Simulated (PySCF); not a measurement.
C5H7N2 (doublet state).
Geometry (GFN2-xTB, Å), atoms numbered from 1 in this order:
```xyz
14
C5H7N2 angstrom
C     -2.7410    0.0953    0.4421
N     -2.2681   -1.1402    0.9814
C     -1.0127   -1.4049    1.0057
C      0.0451   -0.6258    0.5598
C      0.9414    0.1124    0.1487
C      1.9616    0.8922   -0.2685
N      3.2724    0.4838   -0.2560
H     -3.4378   -0.1328   -0.3681
H     -1.9519    0.7594    0.0658
H     -3.3068    0.6123    1.2210
H     -0.7445   -2.3680    1.4346
H      1.7681    1.8598   -0.7075
H      3.4870   -0.3360    0.2893
H      3.9866    1.1918   -0.2905
```

The hyperfine couplings belong to this conformer and change with its torsions.

The species is `C/N=C\C#C[CH]N` [radical].

Computed with PySCF 2.14.0, UKS B3LYP, pcH-1 on C H N, non-relativistic, mean-field spin-orbit, GIAO. Geometry: GFN2-xTB, one conformer, isolated molecule. A GFN2-xTB geometry isn't a minimum of the functional, and hyperfine couplings can be far from their values at a DFT geometry. The frame is twisted about the C6–N7 bond at this geometry (dihedral C5–C6–N7–H13 = -15°); couplings at other torsion angles weren't computed. No stability test was run, so a lower SCF solution isn't excluded. ⟨S²⟩ is 0.777 where a pure state has 0.75.

Problem. Predict the first-order ENDOR lines of N7, N2, H12, H8/H9/H10, H11, H13 and H14 under fast tumbling at B = 3343.0 mT (W band).

Solution. For S = 1/2 in fast tumbling each set of equivalent nuclei gives two lines, ν± = |νn ± a/2| to first order, with νn = g_N μN B/h and μN/h = 7.62259 MHz/T.

```tsv
nuclei	isotope	g_N	νn (MHz)	a_iso (MHz)	lower line (MHz)	upper line (MHz)
N7	14N	0.4038	10.29	14.33	3.12	17.46
N2	14N	0.4038	10.29	12.15	4.22	16.36
H12	1H	5.5857	142.34	-35.85	124.41	160.26
H8/H9/H10	1H	5.5857	142.34	22.27	131.20	153.47
H11	1H	5.5857	142.34	7.10	138.79	145.88
H13	1H	5.5857	142.34	-6.74	138.97	145.71
H14	1H	5.5857	142.34	0.90	141.89	142.79
```

Problem. Which pairs are centred on the nuclear Larmor frequency, and which on half the coupling?

Solution. Centred on νn, since |a| < 2νn: N7, N2, H12, H8/H9/H10, H11, H13 and H14. No pair has |a| > 2νn.

Class means assume fast exchange of nuclei equivalent by connectivity; if that motion is slow, each nucleus keeps its own coupling. H13 and H14 aren't averaged: N7 is flat or nearly so (angle sum 351°), and its turn about the short N7–C6 bond (1.37 Å) is taken as slow. The three 1H nuclei of mean +22.3 MHz run from -0.2 to 33.7 MHz in the frozen geometry.

On one thread, Arm Neoverse V2 (aarch64) (shared host), this took 41 s (with the writing of density and orbital grids) and 0.92 GiB of memory at its peak.
